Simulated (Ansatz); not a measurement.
Consider the ligand exchange at the In–O bond: `C[O][InH2]` + `[AsH3]` → `[AsH2][InH2]` + CH₃OH.

Isolated molecules relaxed with PBE0-D4/def2-TZVP in Ansatz; ΔE leaves out vibrations. CCSD(T)/CBS is the MP2 limit (def2-TZVPP, def2-QZVPP) plus CCSD(T) − MP2 in def2-TZVPP, frozen cores. This one scheme is used for every species. Functionals use def2-TZVPP. B3LYP here is the variant with VWN-RPA as its local correlation; programs differ in this. Elements past krypton have def2 core potentials. For As, In outer-core shells are correlated without core-valence functions, which leaves a few kJ/mol of doubt a bond. Scalar relativity is left out up to krypton.

```csv
level,ΔE (kJ/mol),difference from CCSD(T)/CBS
PBE-D4,-38.3,-1.4
revPBE-D4,-35.1,1.8
B97M-V,-24.9,12.0
B3LYP-D4,-35.7,1.2
r2SCANh-D4,-39.5,-2.6
PBE-QIDH,-46.3,-9.4
PBE,-38.7,-1.8
BLYP,-28.6,8.3
LC-ωPBE,-37.1,-0.2
RPA@PBE/def2-TZVPP,-28.3,8.6
HF/def2-SVP,-44.0,-7.1
MP2/def2-SVP,-30.2,6.7
CCSD/def2-SVP,-31.3,5.6
CCSD(T)/def2-SVP,-29.1,7.8
MP2/def2-TZVPP,-39.3,-2.4
HF/CBS(def2),-42.9,-6.0
CCSD(T)/CBS,-36.9,0
```

**Question.** What do rigid-rotor, harmonic-oscillator terms from PBE0-D4/def2-TZVP frequencies (298.15 K, 1 bar) make of the CCSD(T)/CBS value? (An estimate is asked.)

**Answer.** The calculation gave: ΔZPE = +9.3 kJ/mol, ΔH = -27.6 kJ/mol, ΔS = 13 J/(mol·K), ΔG = -31.4 kJ/mol.

Largest T1 diagnostic among the species: 0.017.

From BLYP to BHLYP (50 % exact exchange), in def2-TZVPP and without D4, ΔE moves by −13.3 kJ/mol. Leaving LDA and LC-ωPBE aside and taking each functional with its dispersion term where it has one, the values, not all of them listed here, spread over 23.1 kJ/mol, from HSE06-D4 to B97M-V. In def2-TZVPP, CCSD(T) changes the Hartree–Fock value by +9.3 kJ/mol (the triples alone add +2.4 kJ/mol) and MP2 by +5.6 kJ/mol.
